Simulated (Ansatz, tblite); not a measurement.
Removing an electron: [WO3(NH2)]- (WNO3H2⁻). Total charge -1; singlet. Geometry: PBE-D4/def2-SVPD. Ansatz, gas phase; energy differences of separate SCF runs; the oxidised species was run as a doublet alone.

```tsv
atom	x (Å)	y (Å)	z (Å)
W1	-0.771	0.008	-0.093
O2	-1.359	1.341	0.921
O3	-1.162	0.337	-1.792
O4	-1.481	-1.516	0.471
N5	1.240	-0.173	0.034
H6	1.850	0.497	-0.438
H7	1.682	-0.493	0.897
```

In the def2 sets W takes a core potential; there is no spin–orbit coupling. The xTB rows come from tblite. Correlated methods freeze 4 core orbitals; core or outer-core shells of W are correlated, in sets that lack core-valence functions. The rows differ in basis, and correlated rows in double-zeta sets carry the largest basis error. HOMO above LUMO, or a gap near zero within one spin, warns that the state may not be the lowest or that an electron is smeared out.

Q: Estimate orbital energies and vertical ionisation energies at: GFN1-xTB; GFN2-xTB; PBE-D4/def2-TZVPD; r2SCAN-D4/def2-TZVPD; PBE0-D4/def2-TZVPD; CCSD/def2-SVPD; CCSD(T)/def2-SVPD.

A: 
```
               level  −HOMO (eV)  vertical IE (eV)  −LUMO (eV)  HOMO–LUMO gap (eV)                                  remarks
            GFN1-xTB        5.84              9.32        0.82                5.02                                        –
            GFN2-xTB        5.17              8.61        0.80                4.37                                        –
   PBE-D4/def2-TZVPD        1.42              4.47       -2.65                4.07  gap within one spin near zero (doublet)
r2SCAN-D4/def2-TZVPD        1.72              4.61       -3.23                4.94                                        –
  PBE0-D4/def2-TZVPD        2.94              4.84       -3.19                6.14                                        –
      CCSD/def2-SVPD           –              4.88           –                   –  spin-contaminated (⟨S²⟩ 1.12) (doublet)
   CCSD(T)/def2-SVPD           –              4.97           –                   –  spin-contaminated (⟨S²⟩ 1.12) (doublet)
```

Relaxing the oxidised species (PBE-D4/def2-SVPD) changes its energy by -0.10 eV at PBE-D4/def2-TZVPD, so the adiabatic ionisation energy to this nearest minimum is 4.36 eV. At PBE0-D4/def2-TZVPD it is 4.58 eV.  Run but left out: HF/def2-SVPD, MP2/def2-SVPD (neutral doublet: ⟨S²⟩ 1.12, where a pure state has 0.75).  Raw xTB energy differences between charge states are shifted by several eV; the methods need an empirical correction for them.
